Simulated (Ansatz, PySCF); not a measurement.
Gas-phase reaction in SMILES: [BH3-]C#[O+] → [BH2-]C#[O+] + H atom (the B-H bond at the site shown breaks; other sites are not compared here)
Geometries: B3LYP-D3(BJ)/def2-TZVP minima from Ansatz (a quantum-chemistry and plane-wave program).
Geometry of the first species:
```
B
H 1 1.2065
H 1 1.2065 2 113.74
H 1 1.2065 2 113.74 3 -132.37
C 1 1.5197 2 104.76 4 -113.81
O 5 1.1287 2 147.44 1 180.00
```
Charge 0, spin multiplicity 1.

Wanted: bond dissociation energy (0 K, with B3LYP-D3(BJ) harmonic zero-point energies from PySCF), in kcal/mol. Cores are frozen in the correlated levels unless marked. UHF or UKS for open shells. No spin-orbit coupling. Non-relativistic. CBS marks a two-point X^-3 extrapolation of the correlation energy; Hartree-Fock from the larger set. [CCSD(T)-MP2]/basis is that difference in the basis named.

RI-MP2/CBS(aug-cc-pVTZ,aug-cc-pVQZ)+[CCSD(T)-MP2]/aug-cc-pVTZ (Ansatz) gives 77.5 kcal/mol.

Task: Another calculation gave 74.4 kcal/mol. Which level was it?
A) revPBE/def2-TZVPD (Ansatz)
B) CAM-B3LYP/def2-TZVPD (Ansatz)
C) SVWN5/def2-TZVPD (Ansatz)
D) HF/def2-TZVPD (PySCF)

Result: B, CAM-B3LYP/def2-TZVPD (Ansatz). The others give 53.7 (HF), 84.7 (SVWN5), 71.9 (revPBE) kcal/mol.
